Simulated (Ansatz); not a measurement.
Reaction (ligand exchange at the Si–O bond): `C=NCO[SiH3]` + `C=C(O)F` → `C=C(F)O[SiH3]` + `C=NCO`

Program: Ansatz. Geometries: PBE0-D4/def2-TZVP. ΔE: electronic, gas phase. CBS: MP2 limit from def2 TZ/QZ plus the TZ coupled-cluster correction, frozen cores. Functionals use def2-TZVPP. One conformer a species, not always the lowest.

`C=NCO[SiH3]`:

Z-matrix (Å, degrees):
```
C
N 1 1.424
O 1 1.408 2 114.5
H 1 1.099 2 107.1 3 -122.5
H 1 1.098 2 107.1 3 122.4
C 2 1.259 1 119.8 3 -0.0
Si 3 1.644 1 123.7 2 -178.4
H 6 1.092 2 123.4 1 0.0
H 6 1.089 2 118.3 1 180.0
H 7 1.489 3 110.8 1 -60.9
H 7 1.480 3 106.3 1 179.1
H 7 1.489 3 110.7 1 59.1
```

`C=C(O)F`:

Z-matrix (Å, degrees):
```
C
C 1 1.320
H 1 1.078 2 119.7
H 1 1.079 2 119.7 3 180.0
O 2 1.334 1 126.3 3 -179.9
F 2 1.338 1 122.1 3 0.0
H 5 0.963 2 108.9 1 -179.7
```

`C=C(F)O[SiH3]`:

Cartesian coordinates in Å:
```
C -0.216 0.113 -2.119
C -0.277 -0.135 -0.823
F -1.151 -1.022 -0.322
O 0.466 0.417 0.124
Si 0.387 0.099 1.763
H -0.878 -0.403 -2.796
H 0.498 0.831 -2.491
H 1.425 0.982 2.336
H 0.698 -1.324 2.033
H -0.952 0.443 2.297
```

`C=NCO`:

Z-matrix (Å, degrees):
```
C
N 1 1.442
O 1 1.397 2 110.5
H 1 1.098 2 112.9 3 -119.2
H 1 1.100 2 106.8 3 121.4
C 2 1.257 1 118.2 3 131.3
H 3 0.963 1 107.1 2 46.7
H 6 1.090 2 119.4 1 179.1
H 6 1.098 2 123.3 1 -0.9
```

```tsv
species	PBE-D4 energy (Eh)
`C=NCO[SiH3]`	-499.58055
`C=C(O)F`	-252.89802
`C=C(F)O[SiH3]`	-543.47558
`C=NCO`	-209.00004
```

Problem. Work out ΔE.

Solution. ΔE = (-543.47558) + (-209.00004) − (-499.58055) − (-252.89802) = 0.00295 Eh = +0.08 eV. CCSD(T)/CBS gives +0.05 eV.

Largest T1 diagnostic among the species: 0.012.
